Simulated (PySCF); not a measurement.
# How methods differ on the ionisation energy of Sc

Sc [Ar] 3d1 4s2 (2D) → Sc⁺ [Ar] 3d1 4s1 (3D), as a difference of total energies. Computed with PySCF 2.14 in ANO-RCC-VTZP (6s5p3d2f1g, 59 functions), with scalar relativity by spin-free X2C-1e. Correlated levels: valence and next inner shell: [Ne] frozen. The calculations carry no spin-orbit coupling.

Problem. Order these methods by the ionisation energy they give, lowest first.
A. CCSD (valence and next inner shell)
B. UHF
C. CCSD(T) (valence and next inner shell)
D. SCS-MP2 (valence and next inner shell)

Solution. B (5.393 eV), D (6.360 eV), A (6.403 eV), C (6.498 eV).

Errors of the correlated levels include the incompleteness of this basis and the frozen core.

For comparison: 6.562 eV (measured; NIST levels, between the centres of gravity of the two terms).
